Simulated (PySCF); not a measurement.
Working with the constants of NaBr⁺

UHF-CCSD(T) constants of NaBr⁺, ²Π (doublet), unpaired electrons π ↑ (PySCF, scalar-relativistic core potentials, basis sets Na cc-pVDZ, Br cc-pVDZ-PP with ECP10; masses 22.9898 and 78.9183 u):

```
ωe             : 128.6 cm⁻¹
ωexe           : 1.46 cm⁻¹
Be             : 0.10213 cm⁻¹
αe             : 0.00134 cm⁻¹
De to Na⁺ + Br : 0.359 eV
```

Q: What force constant and bond length do these constants imply?

A: Reduced mass μred = 17.803 u; k = 5.8918×10⁻⁷·μred·ωe² (u, cm⁻¹, mdyn/Å) = 0.173 mdyn/Å; Re = √(16.8576/(μred·Be)) (u, cm⁻¹, Å) = 3.045 Å.

Q: Estimate the centrifugal constant D from the Kratzer relation and find the Dunham coefficient a1.

A: D = 4Be³/ωe² = 2.58e-07 cm⁻¹; a1 = −1 − αeωe/(6Be²) = -3.75.

Correlated steps freeze 5 core orbitals. The bond is weak. Basis-set superposition, not corrected here, can be much of De in a small basis, most of all at correlated wavefunction levels. Spin–orbit coupling is left out. For an ion De counts to the pair picked by the measured ionisation energies or electron affinities, which need not be the lowest pair at this level. The state is the lowest determinant that a PBE0 search found; another state may lie lower at other levels.
